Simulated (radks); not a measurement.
Cd, configuration [Kr] 4d10 5s1 7s1 (not the ground configuration). Calculated with a radial shooting solver on a logarithmic mesh with Libxc functionals: scalar-relativistic Kohn-Sham, LDA (Slater exchange, Perdew-Wang correlation), spin-polarised, spherical densities, point nucleus; open shells are filled with parallel spins first (spin-orbit coupling, left out, can overturn this in heavy ions). Some entries of the table are withheld. Estimate them.

orbital,occ.,eigenvalue (eV),<1/r> (bohr^-1)
1s up,1,-26500.21,50.59
1s down,1,-26500.18,50.59
2s up,1,-3940.855,11.51
2s down,1,-3940.847,11.51
2p up,3,-3539.057,11.11
2p down,3,-3539.046,11.11
3s up,1,-739.4629,4.056
3s down,1,-739.4400,4.056
3p up,3,-607.6505,3.866
3p down,3,-607.6277,3.866
3d up,5,-400.7040,3.641
3d down,5,-400.6853,3.641
4s up,1,-112.6312,1.577
4s down,1,-112.5923,1.577
4p up,3,-73.7996,1.419
4p down,3,-73.7385,1.420
4d up,5,-18.7157,1.057
4d down,5,-18.4884,1.065
5s up,1,(1),(2)
5s down,0,(3),(4)
7s up,1,-0.8912,(5)
7s down,0,-0.7261,(6)

Answer. 
(1) 5s up eigenvalue (eV): -11.7468
(2) 5s up <1/r> (bohr^-1): 0.4854
(3) 5s down eigenvalue (eV): -10.9083
(4) 5s down <1/r> (bohr^-1): 0.4858
(5) 7s up <1/r> (bohr^-1): 0.08290
(6) 7s down <1/r> (bohr^-1): 0.08089
